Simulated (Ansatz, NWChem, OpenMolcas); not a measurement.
## Worked example: CuF + C2H3N → CuNH2 + C2HF

Gas-phase species: CuF (fluorocopper), singlet; C2H3N `C#CN`, singlet; CuNH2 `[NH2][Cu]`, singlet; C2HF `C#CF`, singlet. The partners trade F for NH2: Cu–F and C–NH2 bonds give way to Cu–NH2 and C–F.

Shapes, held fixed at every level: PBE0-D4/def2-TZVP. Programs: Ansatz 0.2.0, NWChem 7.3.0, OpenMolcas 26.06. A level may come from different programs for different species; with the same settings they agree closely. The zero-point and thermal change to 298 K, harmonic and unscaled (PBE0-D4/def2-TZVP), is -3.0 kJ/mol.

At wB97X-V/def2-TZVPP; 1 Eh = 2625.50 kJ/mol:

```
species   energy (Eh)
    CuF  -1740.211246
  C2H3N   -132.695505
  CuNH2  -1696.296133
   C2HF   -176.558213
```

Question: Work out ΔH(298 K) of the reaction at this level.

Answer: 
1. Products less reactants: (-1696.296133) + (-176.558213) − [(-1740.211246) + (-132.695505)] = 0.052405 Eh = +137.6 kJ/mol.
2. With the thermal change: +137.6 + (-3.0) = +134.6 kJ/mol.

Other levels give +95.0 (B3LYP/6-31G* (spherical functions)) to +178.8 kJ/mol (HF/def2-SVP). No measured value is set beside it here. Relativity is left out for Cu. wB97X-V/def2-TZVPP lies outside the range of the other correlated levels here, so it shouldn't be taken on trust. The median of the other correlated levels is +119.5 kJ/mol.
